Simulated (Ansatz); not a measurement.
A nudged elastic band was laid between two geometries of C3H4Se (8 atoms, charge 0, multiplicity 1).

Method: RKS B3LYP-D4/def2-SVP (Ansatz 0.2.0).

```json
{
 "movable images": "7",
 "climbing image": "yes",
 "spring": "5.0 eV/Å²",
 "optimiser": "quadratic models (default)",
 "start path": "through a guess of the saddle point",
 "force threshold": "0.05 eV/Å",
 "iteration limit": "60",
 "end points": "relaxed"
}
```

Initial state:

```xyz
8
Properties=species:S:1:pos:R:3
C -0.058 1.254 0.095
C 0.406 0.018 0.367
C -0.065 -1.218 -0.240
Se -1.340 -1.427 -1.461
H -0.858 1.401 -0.637
H 0.352 2.133 0.597
H 1.208 -0.096 1.105
H 0.448 -2.122 0.118
```

Final state:

```xyz
8
Properties=species:S:1:pos:R:3
C 0.027 1.277 0.177
C 0.366 -0.021 0.326
C -0.273 -1.081 -0.417
Se 0.114 -2.808 -0.278
H -0.756 1.583 -0.524
H 0.522 2.067 0.748
H 1.151 -0.313 1.030
H -1.059 -0.763 -1.118
```

Task: What changes between the two ends?

Result: No bond is made or broken. The dihedral C1–C2–C3–Se4 goes from 0 to -180°.

Task: Give the energies along the band, and the barrier.

Result: The run converged. The highest image is number 4 of 0 to 8, 0.36 eV above the first end and 0.46 eV above the last; the last end lies 0.10 eV below the first. A vibrational analysis at the climbing image gives one clearly imaginary mode, 235i cm⁻¹: a first-order saddle point.

| image | path coordinate (Å) | energy (eV) | dihedral C1–C2–C3–Se4 (°) |
| --- | --- | --- | --- |
| 0 | 0.00 | 0.00 | 0 |
| 1 | 0.55 | 0.03 | 25 |
| 2 | 1.10 | 0.13 | 50 |
| 3 | 1.66 | 0.28 | 73 |
| 4 | 2.21 | 0.36 | 95 |
| 5 | 2.73 | 0.28 | 115 |
| 6 | 3.26 | 0.11 | 135 |
| 7 | 3.78 | -0.05 | 157 |
| 8 | 4.31 | -0.10 | -180 |

Task: What is the geometry of the highest image?

Result: 
```xyz
8
Properties=species:S:1:pos:R:3:forces:R:3
C -0.116 1.238 0.301 0.00 0.00 -0.01
C 0.489 0.057 0.146 0.00 0.00 0.00
C -0.186 -1.200 -0.236 0.00 0.00 0.00
Se -0.304 -1.826 -1.882 0.00 0.00 0.00
H -1.191 1.357 0.138 0.00 0.00 0.00
H 0.452 2.128 0.581 0.00 0.00 0.00
H 1.574 -0.024 0.308 0.00 0.00 0.00
H -0.625 -1.786 0.588 0.00 0.00 0.00
```

Task: What are the harmonic wavenumbers there?

Result: 235i, 228, 363, 583, 773, 839, 944, 987, 1004, 1106, 1274, 1289, 1427, 1697, 3088, 3116, 3143, 3241 cm⁻¹.

The band took 10 iterations and roughly 110 core-seconds.

The run took 57 s on 2 threads of AMD EPYC 9R45 96-Core Processor (Zen 5), on a shared host, peak memory 0.23 GiB.
